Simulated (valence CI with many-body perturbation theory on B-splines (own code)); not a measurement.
## Questions on Ge XI

Level of theory: valence CI with perturbative core correlation (CI+MBPT): four valence electrons over a frozen Dirac-Fock core [Ar], radial functions for each j: 9 s, 9 p, 10 d, 8 f, 5 g, 3 h, 1 i, with the one-electron correlation potential Σ1 (screened to all orders), the two-electron term Σ2, the three-electron term Σ3, Breit, model QED; selected single and double excitations, second order for the rest, scaled by the run's own slope (own B-spline code, finite nucleus).

No measured spectrum was set against this ion. As an estimate, terms of the open shell hold to 2 to 4 % of their energy, and close levels can change places. Core correlation moves these levels by up to 5500 cm⁻¹, and in measured spectra 5 to 20 % of such shifts remained as error; rates that hang on mixing are uncertain with them. Only levels of the ground parity were solved; by the run's estimate the other parity begins above the list, which can be wrong where configurations are misplaced.

Rates and lifetimes use the calculated energies. Strong lines usually hold to 10 to 20 %, long lifetimes can be off by a factor of two.

**Question.** What is the ground level?

**Answer.** 3d4 5D_0, composition 98 % 3d4 5D + 2 % 3d4 3P.

**Question.** How is the term 5D of the ground level split?

**Answer.** J = 0 at 0.0, J = 1 at 885, J = 2 at 2374, J = 3 at 4270, J = 4 at 6427 cm⁻¹.

**Question.** What is the ionisation energy?

**Answer.** 286.91 eV; NIST lists 286 ± 3 eV (theoretical).

**Question.** How well does LS coupling describe the low levels?

**Answer.** Among the lowest 20 levels the leading LS term, summed over configurations, holds 91 % on average. For single configurations the figures are 91 % in LS and 56 % in jj coupling. Terms mix most in the J = 3 level at 48318 cm⁻¹, where the leading one holds 71 %.
